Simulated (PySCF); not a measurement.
Two-component Hartree-Fock for W (tungsten, neutral)

Start: [Xe] 4f14 5d4 6s1 6p1; 5d5/2 filled at m_j = -1/2, +1/2, +3/2, +5/2; 6s1/2 filled at m_j = +1/2; 6p3/2 filled at m_j = +3/2. Calculated with PySCF 2.14 in x2c-TZVPall-2c (11s11p10d2f, 108 functions): generalised Hartree-Fock with the X2C-1e Hamiltonian and a Gaussian nucleus; spin-orbit coupling (SO) screened by Boettger's factors. This is a chosen level, not necessarily the ground level.

| spinor shell | electrons | ε, screened SO (eV) | weight of nominal j (screened SO) | rms radius, screened SO (bohr) |
| --- | --- | --- | --- | --- |
| 1s1/2 | 2 | -69880.7 | 1.000 | 0.0208 |
| 2s1/2 | 2 | -12201.2 | 1.000 | 0.0838 |
| 2p1/2 | 2 | -11646.7 | 1.000 | 0.0713 |
| 2p3/2 | 4 | -10288.3 | 1.000 | 0.0787 |
| 3s1/2 | 2 | -2872.7 | 1.000 | 0.214 |
| 3p1/2 | 2 | -2626.1 | 1.000 | 0.206 |
| 3p3/2 | 4 | -2327.4 | 1.000 | 0.221 |
| 3d3/2 | 4 | -1916.9 | 1.000 | 0.195 |
| 4s1/2 | 2 | -625.88 | 1.000 | 0.478 |
| 4p1/2 | 2 | -522.31 | 1.000 | 0.486 |
| 4p3/2 | 4 | -452.35 | 1.000 | 0.519 |
| 4d3/2 | 4 | -281.78 | 0.999 | 0.544 |
| 4d5/2 | 6 | -268.52 | 1.000 | 0.556 |
| 5s1/2 | 2 | -95.065 | 1.000 | 1.15 |
| 5p1/2 | 2 | -62.021 | 0.944 | 1.28 |
| 5p3/2 | 4 | -50.823 | 0.958 | 1.36 |
| 4f5/2 | 6 | -52.459 | 0.987 | 0.669 |
| 4f7/2 | 8 | -50.215 | 0.985 | 0.676 |
| 5d5/2 | 4 | -11.747 | 0.620 | 2.17 |
| 6s1/2 | 1 | -10.424 | 0.998 | 3.40 |
| 6p3/2 | 1 | -4.931 | 1.000 | 4.66 |

Task: Where does 3d5/2 lie, and what is the 3d spin-orbit splitting (screened SO)?

Result: At -1852.4 eV, 64.466 eV above 3d3/2.

| quantity | screened SO |
| --- | --- |
| E (hartree) | -16149.51375 |
| M_J | 6 |
| ⟨J²⟩ | 42.027 |
| ⟨L²⟩ | 12.466 |
| ⟨S²⟩ | 11.899 |

Each row is a mean over spinors that exchange with the open shell spreads, by up to 6.822 eV (5p3/2).

Rows whose weight is well below 1 are mixtures of j = l ± 1/2: exchange outweighs spin-orbit coupling there, and the label is only the starting occupation.

Breit and QED terms are absent; they matter most for the inner s and p1/2 levels.

Densities and radii are taken from the X2C orbitals without a picture-change correction, which distorts them close to the nucleus.
